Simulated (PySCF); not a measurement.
trifluoroacetic acid (C$_{2}$HF$_{3}$O$_{2}$), singlet, at a GFN2-xTB geometry; CCSD(T)/STO-3G run with PySCF.

The PySCF input:
```python
from pyscf import gto, scf, cc

mol = gto.Mole()
mol.atom = '''
    O     1.581176   -0.848217    0.389000
    C     0.943471    0.232157   -0.010556
    O     1.424852    1.275906   -0.320080
    C    -0.590699   -0.048204   -0.025323
    F    -1.028069   -0.384854    1.192194
    F    -1.276336    1.018490   -0.423723
    F    -0.885622   -1.056682   -0.851740
    H     2.545399   -0.717810    0.413335
'''
mol.basis = 'sto-3g'
mol.charge = 0
mol.spin = 0
mol.verbose = 4
mol.build()

mf = scf.RHF(mol)
mf.kernel()

mycc = cc.CCSD(mf, frozen=7)
mycc.kernel()
et = mycc.ccsd_t()
print('E(CCSD(T)) = %.10f' % (mycc.e_tot + et))
```

Output, abridged:

```
PySCF version 2.14.0

[INPUT] verbose = 4
[INPUT] num. atoms = 8
[INPUT] num. electrons = 56
[INPUT] charge = 0
[INPUT] spin (= nelec alpha-beta = 2S) = 0
[INPUT] symmetry False subgroup None
[INPUT] Mole.unit = angstrom
[INPUT] Symbol           X                Y                Z      unit          X                Y                Z       unit  Magmom
[...]
nuclear repulsion = 336.750349951868
number of shells = 22
number of NR pGTOs = 108
number of NR cGTOs = 36
basis = sto-3g
ecp = {}

******** <class 'pyscf.scf.hf.RHF'> ********
method = RHF
initial guess = minao
damping factor = 0
level_shift factor = 0
DIIS = <class 'pyscf.scf.diis.CDIIS'>
diis_start_cycle = 1
diis_space = 8
diis_damp = 0
SCF conv_tol = 1e-09
SCF conv_tol_grad = None
SCF max_cycles = 50
direct_scf = True
direct_scf_tol = 1e-13
Set gradient conv threshold to 3.16228e-05
Initial guess from minao.
init E= -518.64324258518
[...]
cycle= 1 E= -516.795191400687  delta_E= 1.85  |g|= 1.04  |ddm|= 3.93
[...]
cycle= 2 E= -517.069904640004  delta_E= -0.275  |g|= 0.602  |ddm|= 1.89
[...]
cycle= 3 E= -517.160406386159  delta_E= -0.0905  |g|= 0.0951  |ddm|= 0.74
[...]
cycle= 4 E= -517.164915829237  delta_E= -0.00451  |g|= 0.0413  |ddm|= 0.174
[...]
cycle= 5 E= -517.165934999961  delta_E= -0.00102  |g|= 0.0101  |ddm|= 0.102
[...]
cycle= 6 E= -517.166015389095  delta_E= -8.04e-05  |g|= 0.00337  |ddm|= 0.0301
[...]
cycle= 7 E= -517.166023383008  delta_E= -7.99e-06  |g|= 0.000884  |ddm|= 0.01
[...]
cycle= 8 E= -517.166023940287  delta_E= -5.57e-07  |g|= 0.000106  |ddm|= 0.00311
[...]
cycle= 9 E= -517.166023945825  delta_E= -5.54e-09  |g|= 1.58e-05  |ddm|= 0.000237
[...]
cycle= 10 E= -517.166023945972  delta_E= -1.47e-10  |g|= 3.09e-06  |ddm|= 4.22e-05
[...]
Extra cycle  E= -517.166023945979  delta_E= -7.16e-12  |g|= 1.34e-06  |ddm|= 6.13e-06
converged SCF energy = -517.166023945979

******** <class 'pyscf.cc.ccsd.CCSD'> ********
CC2 = 0
CCSD nocc = 21, nmo = 29
frozen orbitals 7
max_cycle = 50
direct = 0
conv_tol = 1e-07
conv_tol_normt = 1e-05
diis_space = 6
diis_start_cycle = 0
diis_start_energy_diff = 1e+09
Init t2, MP2 energy = -517.408990246587  E_corr(MP2) -0.242966300608077
Init E_corr(CCSD) = -0.242966300608819
cycle = 1  E_corr(CCSD) = -0.265145598628179  dE = -0.022179298  norm(t1,t2) = 0.0734863
cycle = 2  E_corr(CCSD) = -0.279920639321384  dE = -0.0147750407  norm(t1,t2) = 0.0243498
cycle = 3  E_corr(CCSD) = -0.282413987325028  dE = -0.002493348  norm(t1,t2) = 0.0105467
cycle = 4  E_corr(CCSD) = -0.285039867942703  dE = -0.00262588062  norm(t1,t2) = 0.00444792
cycle = 5  E_corr(CCSD) = -0.28497218534993  dE = 6.76825928e-05  norm(t1,t2) = 0.000884714
cycle = 6  E_corr(CCSD) = -0.284921704003384  dE = 5.04813465e-05  norm(t1,t2) = 0.000357945
cycle = 7  E_corr(CCSD) = -0.284918655427362  dE = 3.04857602e-06  norm(t1,t2) = 9.7284e-05
cycle = 8  E_corr(CCSD) = -0.284917053363194  dE = 1.60206417e-06  norm(t1,t2) = 4.54913e-05
cycle = 9  E_corr(CCSD) = -0.28491629438067  dE = 7.58982524e-07  norm(t1,t2) = 1.95092e-05
cycle = 10  E_corr(CCSD) = -0.284916773310401  dE = -4.78929731e-07  norm(t1,t2) = 5.70375e-06
cycle = 11  E_corr(CCSD) = -0.284916768076016  dE = 5.23438504e-09  norm(t1,t2) = 2.12781e-06
CCSD converged
E(CCSD) = -517.450940714055  E_corr = -0.2849167680760157
CCSD(T) correction = -0.010813079331636
E(CCSD(T)) = -517.4617537934
```
